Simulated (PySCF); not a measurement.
## Bond curve of SbS

Set-up: basis Sb def2-SVP with ECP28, S def2-SVP; scalar-relativistic core potentials; PySCF 2.14. Energies in eV from Sb + S in their ground configurations at the same level. State: ²Π (doublet), unpaired electrons π ↑.

All columns are BHandHLYP. A positive dipole means Sb(−)S(+).

```json
{"R (Å)": "1.920", "E (eV)": "-1.167", "μ (D)": "-1.40", "Mulliken charge on Sb (basis-dependent)": "0.20", "HOMO (eV)": "-5.53", "LUMO (eV)": "-2.02", "Mayer bond order": "2.27", "⟨S²⟩": "0.75"}
{"R (Å)": "2.010", "E (eV)": "-2.133", "μ (D)": "-1.77", "Mulliken charge on Sb (basis-dependent)": "0.22", "HOMO (eV)": "-5.75", "LUMO (eV)": "-2.26", "Mayer bond order": "2.25", "⟨S²⟩": "0.75"}
{"R (Å)": "2.099", "E (eV)": "-2.646", "μ (D)": "-2.12", "Mulliken charge on Sb (basis-dependent)": "0.25", "HOMO (eV)": "-5.97", "LUMO (eV)": "-2.48", "Mayer bond order": "2.24", "⟨S²⟩": "0.76"}
{"R (Å)": "2.166", "E (eV)": "-2.815", "μ (D)": "-2.37", "Mulliken charge on Sb (basis-dependent)": "0.26", "HOMO (eV)": "-6.12", "LUMO (eV)": "-2.64", "Mayer bond order": "2.23", "⟨S²⟩": "0.76"}
{"R (Å)": "2.233", "E (eV)": "-2.846", "μ (D)": "-2.59", "Mulliken charge on Sb (basis-dependent)": "0.28", "HOMO (eV)": "-6.26", "LUMO (eV)": "-2.79", "Mayer bond order": "2.21", "⟨S²⟩": "0.76"}
{"R (Å)": "2.300", "E (eV)": "-2.778", "μ (D)": "-2.70", "Mulliken charge on Sb (basis-dependent)": "0.28", "HOMO (eV)": "-6.40", "LUMO (eV)": "-2.87", "Mayer bond order": "2.13", "⟨S²⟩": "0.85"}
{"R (Å)": "2.389", "E (eV)": "-2.617", "μ (D)": "-2.58", "Mulliken charge on Sb (basis-dependent)": "0.26", "HOMO (eV)": "-6.55", "LUMO (eV)": "-2.79", "Mayer bond order": "1.85", "⟨S²⟩": "1.11"}
{"R (Å)": "2.501", "E (eV)": "-2.368", "μ (D)": "-2.52", "Mulliken charge on Sb (basis-dependent)": "0.25", "HOMO (eV)": "-6.71", "LUMO (eV)": "-2.67", "Mayer bond order": "1.55", "⟨S²⟩": "1.35"}
{"R (Å)": "2.635", "E (eV)": "-2.034", "μ (D)": "-2.59", "Mulliken charge on Sb (basis-dependent)": "0.24", "HOMO (eV)": "-6.87", "LUMO (eV)": "-2.51", "Mayer bond order": "1.31", "⟨S²⟩": "1.52"}
{"R (Å)": "2.814", "E (eV)": "-1.572", "μ (D)": "-2.81", "Mulliken charge on Sb (basis-dependent)": "0.23", "HOMO (eV)": "-7.02", "LUMO (eV)": "-2.50", "Mayer bond order": "1.11", "⟨S²⟩": "1.68"}
```

⟨S²⟩ of the unrestricted solution departs from its pure value on part of the curve, where spin states mix. Spin–orbit coupling is left out, which matters for elements this heavy, above all for dissociation energies. The state was picked by a PBE0 search and need not be the measured ground state.
